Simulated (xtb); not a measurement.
Al(H)(OMe)(OSiH3) (CH₇AlO₂Si), SMILES C[O][AlH][O][SiH3]. All values are semi-empirical tight-binding results from xtb (GFN2-xTB unless named), good for trends rather than for accurate numbers. Coordinates come from a GFN2-xTB optimisation. The values are those of a single conformer.

Optimised geometry:

Bond lengths (Å): Al1–H2 1.499, Al1–O3 1.645, Al1–O8 1.675, O3–C4 1.399, C4–H5 1.093, C4–H6 1.092, C4–H7 1.093, O8–Si9 1.633, Si9–H10 1.464, Si9–H11 1.464, Si9–H12 1.464. Bond angles (°): H2–Al1–O3 116.1, H2–Al1–O8 116.5, O3–Al1–O8 127.4, Al1–O3–C4 177.9, O3–C4–H5 109.8, O3–C4–H6 110.2, O3–C4–H7 109.9, H5–C4–H6 109.0, H5–C4–H7 108.9, H6–C4–H7 109.0, Al1–O8–Si9 178.3, O8–Si9–H10 106.7, O8–Si9–H11 106.6, O8–Si9–H12 107.6, H10–Si9–H11 112.0, H10–Si9–H12 111.8, H11–Si9–H12 111.8.
Charge 0, spin multiplicity 1.

For metal compounds this method's bond lengths and energies can be far off.

```json
{
  "orbital_gap": "4.87 eV",
  "zero_point_energy": "47.4 kcal/mol",
  "G − E(el) at 298.15 K (modified RRHO)": "25.8 kcal/mol"
}
```

Computed atomic charges and the Wiberg bond orders between heavy atoms:
charges (e) Al1 0.41, H2 -0.08, O3 -0.34, C4 0.04, H5 0.04, H6 0.05, H7 0.04, O8 -0.42, Si9 0.52, H10 -0.09, H11 -0.09, H12 -0.09. Bond orders Al1–O3 1.36, O3–C4 0.97, Al1–O8 1.28, O8–Si9 1.03.
